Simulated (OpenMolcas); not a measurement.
A run on Pd3+ among 6 point charges of -1.7 e arranged as a tetragonal octahedron (D4h), 2.02 Å from the ion, with the axial distance 1.838 Å.

```yaml
Program: OpenMolcas
Method: "SS-CASPT2, IPEA 0.25 Eh, imaginary shift 0.1 Eh (closed shells correlated: 4s 4p)"
Basis: ANO-RCC-VDZP [6s5p3d1f]
Scalar_Hamiltonian: DKH2, point nucleus
Active_space: 7 electrons in 5 orbitals (4d)
State_averaging: 2S+1 = 4 even, 10 roots; 2S+1 = 2 even, 40 roots
Spin-orbit_coupling: RASSI with atomic mean-field integrals over the reference wave functions
```

First CASPT2 step and the start of its output:

```
&CASPT2
Multistate=10 1 2 3 4 5 6 7 8 9 10
NoMult
Frozen=8 6
IPEA=0.25
Imaginary=0.1
MaxIter=60
WThr=0.0 0.3 0.05
PrWF=0.5
NoMix
```

```
--- CASPT2 ---
Orbital specifications:
      -----------------------

      Symmetry species                           1   2
                                                ag  au
      Frozen orbitals                            8   6
      Inactive orbitals                          1   3
      Active orbitals                            5   0
      Secondary orbitals                         7  13
      Deleted orbitals                           0   0
      Number of basis functions                 21  22
Type of calculation                        SS-CASPT2
      Fock operator                              state-specific
      IPEA shift                                 0.25
      Real shift                                 0.00
      Imaginary shift                            0.10
      The input orbitals will be transformed to quasi-canonical
Reference energy:       -5048.1819402025
      E2 (Non-variational):      -0.3039250232
      Shift correction:          -0.0008075086
      E2 (Variational):          -0.3047325318
      Total energy:           -5048.4866727344
      Residual norm:              0.0000003980
      Reference weight:           0.92112
      Contributions to the CASPT2 correlation energy
      Active & Virtual Only:         -0.1277739364
      One Inactive Excited:          -0.1248958336
      Two Inactive Excited:          -0.0512552532
Reference energy:       -5048.1819402025
      E2 (Non-variational):      -0.3039251074
      Shift correction:          -0.0008075313
      E2 (Variational):          -0.3047326387
      Total energy:           -5048.4866728413
      Residual norm:              0.0000003981
      Reference weight:           0.92112
      Contributions to the CASPT2 correlation energy
      Active & Virtual Only:         -0.1277740194
...
```

Over all roots the printed reference weights run from 0.07 to 0.94, and roots that are degenerate in the reference spread by up to 0.26 cm-1.

**Question.** Did the run give usable levels, and if not, why?

**Answer.** No. The equations converged, but the reference weight falls to 0.07 for at least one root against 0.94 for the best. A drop of that size marks an intruder state, so the energies of such roots and the levels built on them can't be trusted.
